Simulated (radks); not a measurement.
Spherical jellium clusters: N electrons in a uniform positive sphere of charge N and radius rs N^(1/3), rs = 4.96 bohr. Calculated with a radial shooting solver with Libxc functionals: non-relativistic Kohn-Sham, LDA (Slater exchange, Perdew-Wang correlation), spin-polarised, spherical densities. Levels are named by radial order and angular momentum (1s, 1p, 1d, 2s, ...), and open shells are averaged over m. Each electron was tried in the lowest free levels, single moves between levels near the top were tried too, and the lowest total energy was kept; such a search can miss a lower state. Energies include the self-energy of the background; IP and EA are vertical (highest electron removed, lowest free level filled), at fixed background; spill-out counts the electrons outside the background radius R, and alpha is the static dipole polarisability from linear response (closed shells only). A dash means not computed or, for alpha, an open shell; in EA it means that no bound solution was reached, which is typical of self-interaction and does not show that the anion is unstable. Real open-shell clusters deform, which this model forbids.

N,open shells,2S,E/N (eV),E(N+1) + E(N-1) - 2E(N) (eV),EA (eV),-e(HOMO) (eV),alpha/R^3
1,"1s(up 1, down 0)",1,-1.342,-,-,2.618,-
2,none,0,-1.665,0.766,-,2.696,1.474
3,"1p(up 1, down 0)",1,-1.518,-0.499,-,1.957,-
4,"1p(up 2, down 0)",2,-1.569,-0.326,-,2.344,-
5,"1p(up 3, down 0)",3,-1.664,0.258,-,2.586,-
6,"1p(up 3, down 1)",2,-1.685,-0.268,1.175,2.360,-
7,"1p(up 3, down 2)",1,-1.738,-0.190,1.403,2.577,-
8,none,0,-1.802,0.813,-,2.730,1.330
9,"1d(up 1, down 0)",1,-1.761,-0.196,-,1.965,-
10,"1d(up 2, down 0)",2,-1.748,-0.164,1.101,2.150,-
11,"1d(up 3, down 0)",3,-1.753,-0.137,1.261,2.298,-
12,"1d(up 4, down 0)",4,-1.767,-0.116,1.396,2.420,-
13,"1d(up 5, down 0)",5,-1.789,0.270,1.155,2.521,-
14,"1d(up 5, down 1)",4,-1.788,-0.128,1.305,2.270,-
15,"1d(up 5, down 2)",3,-1.796,-0.108,1.431,2.388,-
16,"1d(up 5, down 3)",2,-1.810,-0.093,1.540,2.487,-
17,"1d(up 5, down 4)",1,-1.827,-0.081,1.634,2.571,-
18,none,0,-1.847,0.168,1.497,2.644,1.253
19,"2s(up 1, down 0)",1,-1.857,0.187,1.356,2.472,-
20,none,0,-1.855,0.185,1.183,2.313,1.276
21,"1f(up 1, down 0)",1,-1.846,-0.087,1.280,2.148,-
22,"1f(up 2, down 0)",2,-1.841,-0.079,1.367,2.228,-
23,"1f(up 3, down 0)",3,-1.839,-,1.446,2.300,-

All shells are closed at N = 2, 8, 18, 20 (there: 1s2 1p6 1d10 2s2); the second difference of the energy has clear peaks (12 % above both neighbours; the first and last values, which can be the largest, are not judged, and half-filled shells can peak too) at N = 5, 8, 13.
